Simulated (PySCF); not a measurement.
CH4ClGeNSi, SMILES N1[Si@H](Cl)[GeH2][CH]=1.

Geometry: PBE-D3(BJ)/def2-SVP. The structure was generated by enumeration; whether it is a known compound was not checked.

Level of theory: PBE-D3(BJ)/def2-SVP in PySCF.

Frequencies are harmonic and unscaled.

```tsv
mode	ν (cm⁻¹)	IR (km/mol)	moving atoms (share of kinetic energy)
1	87	0.5	Cl 38 %, Si 21 %, C 13 %, H 11 %, Ge 11 %
2	125	1.0	Cl 26 %, H 20 %, C 18 %, Ge 15 %, Si 14 %, N 8 %
3	245	13.3	H 47 %, N 33 %, Cl 8 %
4	311	3.6	Si 42 %, Ge 20 %, H 18 %, Cl 15 %
5	356	2.0	Ge 28 %, N 27 %, C 22 %, Si 12 %
6	426	9.0	H 39 %, N 19 %, Si 17 %, C 14 %
7	506	40.5	H 59 %, C 16 %, Si 14 %
8	526	9.1	H 93 %
9	558	41.3	Si 39 %, H 28 %, Cl 26 %
10	647	104.1	C 47 %, H 34 %, Si 10 %
11	682	1.7	H 49 %, N 34 %, Si 9 %
12	724	94.4	H 58 %, N 23 %, Si 17 %
13	762	124.9	H 70 %, Si 16 %, N 9 %
14	832	47.6	H 94 %
15	860	58.7	H 77 %, C 22 %
16	1223	28.2	H 80 %, C 12 %
17	1556	62.2	C 51 %, N 47 %
18	2026	138.3	H 99 %
19	2057	93.1	H 98 %
20	2164	112.9	H 96 %
21	2954	52.8	H 92 %, C 8 %
```
